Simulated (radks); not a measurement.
Values are calculated unless marked as measured or tabulated.
The manganese ion Mn4+, 21 electrons, occupied as [Ar] 3d2 4d1 (not the ground configuration). Level of theory: non-relativistic Kohn-Sham, r2SCAN, spin-polarised, spherical densities, point nucleus; open shells are filled with parallel spins first; meta-GGA in the generalised Kohn-Sham scheme (a radial shooting solver on a logarithmic mesh with Libxc functionals).

Local quantities along the radius. ELF = 1/(1 + alpha^2) is the electron localisation function; alpha = (tau - tau_W)/tau_unif compares the Pauli kinetic energy density with that of the uniform gas (summed over spins); r v_xc is r times the local exchange-correlation potential of spin up (hartree bohr, multiplicative part alone).

r (bohr)	ELF	alpha	r v_xc
0.002015	1.000	0.01432	-0.08133
0.002624	1.000	0.01491	-0.09580
0.003444	1.000	0.01576	-0.1148
0.004485	1.000	0.01690	-0.1382
0.005839	1.000	0.01852	-0.1675
0.007665	1.000	0.02095	-0.2048
0.009981	0.999	0.02451	-0.2489
0.0131	0.999	0.03030	-0.3029
0.01706	0.998	0.03969	-0.3635
0.02221	0.997	0.05643	-0.4310
0.02916	0.992	0.09041	-0.5055
0.03796	0.974	0.1625	-0.5819
0.04943	0.900	0.3339	-0.6584
0.06489	0.634	0.7604	-0.6162
0.08449	0.326	1.438	-0.5543
0.11	0.302	1.519	-0.6912
0.1444	0.565	0.8783	-0.8751
0.188	0.791	0.5146	-0.9964
0.2468	0.827	0.4569	-1.060
0.3214	0.578	0.8550	-0.8830
0.4185	0.155	2.333	-0.7748
0.5493	0.360	1.332	-1.029
0.7153	0.783	0.5263	-1.249
0.9314	0.824	0.4617	-1.240
1.222	0.624	0.7768	-0.9508
1.592	0.101	2.988	-0.5536
2.073	0.025	6.263	-0.5585
2.721	0.080	3.385	-0.5974
3.543	0.070	3.638	-0.5453
4.65	0.017	7.515	-0.3833
6.055	0.001	30.68	-0.1842
7.884	0.000	292.0	-0.04591

On this mesh the ELF has minima near r = 0.097, 0.42, 2.1 bohr, which separate the shells, and maxima near 0.22 (0.83), 0.82 (0.83).

Self-consistent cycle (total energy in hartree, residual of the potential): 1: -1142.495643, 6e+00; 2: -1144.373973, 3e+00; 3: -1145.335247, 3e-01; 4: -1145.336910, 7e-02; 5: -1145.337545, 4e-03; 6: -1145.337546, 2e-03; 7: -1145.337547, 2e-04; 8: -1145.337547, 8e-06; 9: -1145.337547, 1e-06.
